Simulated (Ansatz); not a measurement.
Molecule: sum formula H₅Si₂O₃ (charge 0, doublet). It need not be the lowest isomer of its formula. 
Structure (B3LYP-D3(BJ)/def2-TZVP (Ansatz, a quantum-chemistry and plane-wave program) minimum search):
SMILES: O[Si](O)(O)[SiH2]
```xyz
10

O     -0.5528    -1.6087    -0.5511
Si    -0.3412    -0.1350     0.1346
O     -1.6226     0.8275    -0.2247
O     -0.3325    -0.1806     1.7872
Si     1.6402     0.6508    -0.8037
H     -1.4043    -2.0434    -0.4407
H     -1.9287     1.4170     0.4701
H      0.3884    -0.6426     2.2230
H      2.8006    -0.2643    -0.6463
H      2.0203     2.0072    -0.3293
```
Charge 0, spin multiplicity 2.

Basis-set convergence of Hartree-Fock and CCSD correlation energies (hartree) with Ansatz. Cores are frozen in the correlated levels unless marked. UHF or UKS for open shells. No spin-orbit coupling. No relativistic terms.

```json
[
 {"basis": "cc-pV(D+d)Z", "functions": "113", "E(HF)": "-805.49780", "E(corr, CCSD)": "-0.77618"},
 {"basis": "cc-pV(T+d)Z", "functions": "238", "E(HF)": "-805.62065", "E(corr, CCSD)": "-0.97330"},
 {"basis": "cc-pV(Q+d)Z", "functions": "443", "E(HF)": "-805.64781", "E(corr, CCSD)": "-1.04076"}
]
```

Extrapolating the two largest sets (X = 3 and 4) as X^-3: E(corr) = (64·(-1.04076) - 27·(-0.97330))/37 = -1.0900 Eh, an estimate of the basis-set limit. The largest set recovers 95.5 % of it, the smallest 71.2 %.
